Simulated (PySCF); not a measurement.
Structure problem from calculated spectra and properties.

Formula: CH9FGe3.

| Item | Value |
| --- | --- |
| Rotational structure | rotational constants A, B, C: 1.662, 0.743, 0.533 GHz [PBE0-D3(BJ)/def2-SVP] |
| Valence photoelectron | vertical ionisation energy: 9.53 eV [ΔSCF wB97X-D/def2-SVPD] |
| 13C NMR | chemical shifts (computed TMS as zero) by class: 77.3 (1 C) ppm [GIAO PBE0/pcSseg-1] |
| NMR, other nuclei | isotropic shieldings of nuclei other than C and H, by class: 459 (1 F), 1554 (1 Ge), 1644 (1 Ge), 1679 (1 Ge) ppm [GIAO PBE0/pcSseg-1] |
| Dipole | 1.53 D [wB97X-D/def2-SVPD] |
| Triplet | lowest triplet excitation (Tamm–Dancoff): 5.99 eV [TDA wB97X-D/def2-SVPD] |
| 1H NMR | chemical shifts (computed TMS as zero) by class: 4.93 (2 H), 4.11 (2 H), 3.70 (3 H), 3.57 (2 H) ppm [GIAO PBE0/pcSseg-1] |
| XPS | C1s 292.5, F1s 692.4 eV [ΔSCF SCAN, pcX-2 on the ionised atom, pcseg-1 elsewhere, spin-free X2C] |
| Polarisability | 114.6 au [wB97X-D/def2-SVPD] |

The electronic properties come from PySCF, for the isolated species, density fitting. Levels stand in brackets. The structure is a single PBE0-D3(BJ)/def2-SVP conformer in the gas phase; no vibrational or solvent corrections. Relativistic effects, spin–orbit coupling among them, are left out (core-ionisation runs apart) although an element past zinc is present. Each NMR value is the plain mean over a class of atoms that symmetry, rotation or inversion makes alike.

Question: What is the compound? Reason from the data.

Answer: Numbering: `[F:1][CH2:2][GeH2:3][GeH2:4][GeH3:5]`. The one carbon: sp3 C–F carbon [C2] (77.3 ppm). Hydrogen classes from least to most shielded: 2 H on an sp3 C–F carbon, C2 (4.93 ppm), 2 H on a germanium bonded to C, Ge and 2 H, Ge3 (4.11 ppm), 3 H on a germanium bonded to Ge and 3 H, Ge5 (3.70 ppm), 2 H on a germanium bonded to 2 Ge and 2 H, Ge4 (3.57 ppm). The other shieldings belong to: 459 ppm, alkyl fluorine [F1]; 1554 ppm, germanium bonded to C, Ge and 2 H [Ge3]; 1644 ppm, germanium bonded to Ge and 3 H [Ge5]; 1679 ppm, germanium bonded to 2 Ge and 2 H [Ge4]. The core levels belong to: C1s 292.5 eV, sp3 C–F carbon [C2]; F1s 692.4 eV, alkyl fluorine [F1]. No core level of Ge was computed. The first electron is taken from the HOMO, whose largest Löwdin shares are 0.32 on the germanium bonded to 2 Ge and 2 H, 0.22 on the germanium bonded to C, Ge and 2 H, 0.21 on the germanium bonded to Ge and 3 H and 0.06 on a Ge–H hydrogen. The optimised geometry has point group C1 and is an asymmetric top. Structure: `[GeH2]([GeH3])[GeH2][CH2]F`. The assignments are read from this structure; whether some other isomer fits the data as well wasn't checked. NMR values of atoms bound to Ge lack the spin–orbit term that these neighbours bring.

Shape of the structure used: `[F:1][CH2:2][GeH2:3][GeH2:4][GeH3:5]`: F1–C2–Ge3–Ge4 55°, C2–Ge3–Ge4–Ge5 -26°.
